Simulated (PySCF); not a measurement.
H₃O₄P. Atoms are numbered in the order given.

```xyz
8

O     -0.7699     1.2214     0.5975
P      0.0000     0.0000    -0.1192
O      0.0000     0.0000    -1.5996
O      1.4428     0.0561     0.5975
O     -0.6728    -1.2775     0.5975
H     -1.5436     1.4926     0.0817
H      2.0645     0.5905     0.0817
H     -0.5208    -2.0831     0.0817
```
Charge 0, spin multiplicity 1.

Geometry: B3LYP-D3(BJ)/def2-SVP. Other conformers were not sampled.

Method: PySCF with KT2/pcSseg-1.

GIAO shieldings, no solvent; atoms alike by connectivity are averaged. δ = σ(ref) − σ: ¹⁷O against H2O (σ = 330.4 ppm); ³¹P against PH3 (σ = 597.6 ppm); ¹H against TMS (σ = 31.47 ppm), references at their B3LYP-D3(BJ)/def2-TZVP geometries, non-relativistic.

| nucleus | atoms | count | δ (ppm) |
|---|---|---|---|
| ¹⁷O | O3 | 1 | 181.5 |
| ¹⁷O | O1, O4, O5 | 3 | 114.3 |
| ³¹P | P2 | 1 | 275.1 |
| ¹H | H6, H7, H8 | 3 | 3.18 |
